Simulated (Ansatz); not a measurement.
`FB(F)Cl` → `F[B+]F` + Cl⁻ at 700 K and 1 bar (heterolysis of the B–Cl bond).

Computed with Ansatz on PBE0-D4/def2-TZVP structures; ΔE is electronic, products minus reactants. CCSD(T)/CBS adds triple-zeta CCSD(T) − MP2 to the extrapolated MP2 energy (def2 sets, frozen cores). This one scheme is used for every species, atoms too. Anions take the def2 sets with diffuse functions and neutrals don't, so finite-basis rows favour the anion.

| species | CCSD(T)/CBS energy (Eh) | H − E (kJ/mol) | S (J/(mol·K)) |
| --- | --- | --- | --- |
| `FB(F)Cl` | -684.31926 | 67.3 | 330.2 |
| `F[B+]F` | -224.09604 | 53.6 | 261.5 |
| Cl⁻ | -459.84247 | 14.6 | 171.1 |

H − E and S are ideal-gas, rigid-rotor, harmonic terms from PBE0-D4/def2-TZVP. 1 Eh = 2625.50 kJ/mol, R = 8.31446 J/(mol·K).

Question: By hand: ΔE, ΔH, ΔS and ΔG.

Answer: ΔE = (-224.09604) + (-459.84247) − (-684.31926) = 0.38075 Eh = 999.7 kJ/mol. Δ(H − E) = 53.6 + 14.6 − 67.3 = 0.9, so ΔH = 1000.6 kJ/mol. ΔS = 261.5 + 171.1 − 330.2 = 102.4 J/(mol·K). ΔG = 1000.6 − 700 × (102.4)/1000 = 928.9 kJ/mol.

Question: By hand: the equilibrium constant, and the temperature at which ΔG would vanish if ΔH and ΔS stayed fixed.

Answer: log₁₀ K = −ΔG/(RT ln 10) = -69.3. ΔG = 0 at ΔH/ΔS = 9771 K, far beyond where these terms or the molecules hold.

The number of gas molecules changes by +1, which sets the sign of ΔS. A doubt of 5 kJ/mol in ΔE shifts log₁₀ K by 0.4 here. These are equilibria of isolated gas molecules and say nothing of rates. Largest T1 diagnostic: 0.015 (customary marks: 0.02 for closed shells, 0.045 for open ones).
